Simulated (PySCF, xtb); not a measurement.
Cd(Me) (CH3Cd), SMILES [CH3][Cd+], charge +1.

Harmonic wavenumbers (cm⁻¹) from xtb with GFN2-xTB at its own minimum, in rising order: 421, 715, 715, 1125, 1314, 1314, 2895, 2927, 2928.

Problem. What does B3LYP-D3(BJ)/def2-TZVP run with PySCF give at its own minimum? (Estimate from the structure and the level; the computed values follow.)

Solution. 385, 773, 773, 1143, 1423, 1423, 3079, 3227, 3227. Paired by order, the mean absolute difference is 130 cm⁻¹ and the zero-point energies are 20.5 and 22.1 kcal/mol.
